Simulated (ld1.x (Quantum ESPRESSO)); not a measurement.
# What one change does to a pseudopotential (bismuth, ultrasoft)

ld1.x (Quantum ESPRESSO) 7.5 input, shortened:

```
&input
   title='Bi', zed=83., rel=1, dft='PZ', iswitch=3,
   config='[Xe] 4f14 5d10 6s2 6p3'
 /
 &inputp
   pseudotype=3, tm=.true., lloc=-1, rcloc=1.95,
   nlcc=.false.,
   which_augfun='PSQ', rmatch_augfun=1.85
 /
6
6S  1  0   2.00   0.00  1.95  2.15  0.0
6S  1  0   0.00   3.15  1.95  2.15  0.0
6P  2  1   3.00   0.00  2.05  2.40  0.0
6P  2  1   0.00   3.50  2.05  2.40  0.0
5D  3  2  10.00   0.00  1.85  2.20  0.0
5D  3  2   0.00  -1.65  1.85  2.20  0.0
 &test
   configts(1)='5d10 6s2 6p3'
 /
```

Change: all radii scaled by about 1.30 (s 2.78, p 3.12, d 2.86 bohr, rcut 2.52/2.66/2.40); local potential all-electron potential smoothed inside 2.52 bohr (lloc = -1); augmentation PSQ, radius 2.40 bohr.

Cutoffs: the cutoffs (Ry, on a coarse ladder) from which the occupation-weighted sum of valence levels, in a spherical-Bessel basis at the reference potential, stays within 10 and 1 mRy of its value at 400 Ry; they do not see the model core or the augmentation charge, which bear on the density cutoff. Errors are all-electron minus pseudo energies relative to the spin-unpolarised reference configuration.

Task: Predict the effect on cutoff, ghosts and configuration errors.

Result: The potential gets softer (25 Ry and 40 Ry → 12 Ry and 21 Ry); the number of tests with a reliable result goes from 9 to 2 (the test run of the changed file stopped, so its transferability is not established); neither file shows a bound ghost. A larger radius leaves more room for a smooth pseudo-wave, so fewer plane waves are needed.

```csv
quantity,base,changed
"cutoff, loose",25 Ry,12 Ry
"cutoff, tight",40 Ry,21 Ry
loose cutoff by channel (10 mRy a level),"s 6 Ry, p 6 Ry, d 18 Ry","s 6 Ry, p 6 Ry, d 8 Ry"
bound ghosts,none,none
tests with a reliable result,9 of 9,2 of 9 (the test run stopped)
"error for 5d10 6s2 6p2, meV [ΔE 8.15 eV]",-3.4,-2.5
"error for 5d10 6s2 6p1, meV [ΔE 23.72 eV]",-9.2,-8.9
lowest overlap eigenvalue by channel,"s 0.51, p 0.57, d 0.61","s 0.15, p 0.49, d 0.03"
```
